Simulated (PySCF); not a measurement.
# Potential energy of BSb along the bond

Set-up: B aug-cc-pVDZ, Sb aug-cc-pVDZ-PP with ECP28; scalar-relativistic core potentials (PySCF 2.14). Energies in eV from B + Sb in their ground configurations at the same level. State: ³Π (triplet), unpaired electrons σ ↑, π ↑.

All columns are PBE. A positive dipole means B(−)Sb(+).

```
R (Å)  E (eV)  μ (D)  Mulliken charge on B (basis-dependent)  HOMO (eV)  LUMO (eV)  Mayer bond order  ⟨S²⟩
1.860  -2.176   1.03                                   -0.67      -5.54      -5.39              1.92  2.01
1.943  -2.546   1.01                                   -0.61      -5.41      -5.25              1.89  2.01
2.005  -2.687   0.99                                   -0.58      -5.32      -5.16              1.88  2.01
2.067  -2.740   0.96                                   -0.55      -5.24      -5.08              1.85  2.01
2.129  -2.727   0.93                                   -0.52      -5.16      -5.00              1.83  2.01
2.212  -2.633   0.88                                   -0.48      -5.07      -4.91              1.79  2.01
2.315  -2.436   0.79                                   -0.43      -4.97      -4.80              1.74  2.01
2.439  -2.137   0.67                                   -0.37      -4.86      -4.68              1.67  2.01
```

A fit through these points gives, at Re = 2.083 Å, μ = 0.95 D and dμ/dR = -0.506 D/Å; the reduced mass is 10.09 u.

Q: How strong is the fundamental in the double-harmonic approximation, I = 42.26·(dμ/dR)²/μred km/mol?

A: I = 42.26·(-0.506)²/10.09 = 1.07 km/mol at PBE.

These are scalar-relativistic numbers at best; spin–orbit coupling would shift them, the dissociation energy most. The state was picked by a PBE0 search and need not be the measured ground state.
